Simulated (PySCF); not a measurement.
F3OSi, SMILES F[Si](F)(F)[O], multiplicity 2. Geometry optimised at B3LYP-D3(BJ)/def2-SVP. The isomer is the one that the SMILES or the coordinates give; other isomers of the formula were not compared.

Level of theory: B3LYP-D3(BJ)/def2-SVP (PySCF 2.14.0).

Harmonic wavenumbers (cm⁻¹): 104, 237, 338, 352, 369, 759, 964, 1009, 1024. Rotational constants (GHz): 4.165, 3.990, 3.870; symmetry number 1.

Question: Work out the zero-point energy and the ideal-gas rigid-rotor harmonic-oscillator thermochemistry at 298.15 K and 1 atm.

Answer: ZPE = ½ Σ hcν = ½ × 5157 cm⁻¹ = 30.85 kJ/mol. H − E(el) = 47.35 kJ/mol. Entropy in J/(mol K): translation 166.31, rotation 108.85, vibration 38.44, spin 5.76, total 319.37. G − E(el) = -47.87 kJ/mol. Cp = 76.33 J/(mol K). Modes under 150 cm⁻¹ make the vibrational entropy uncertain.
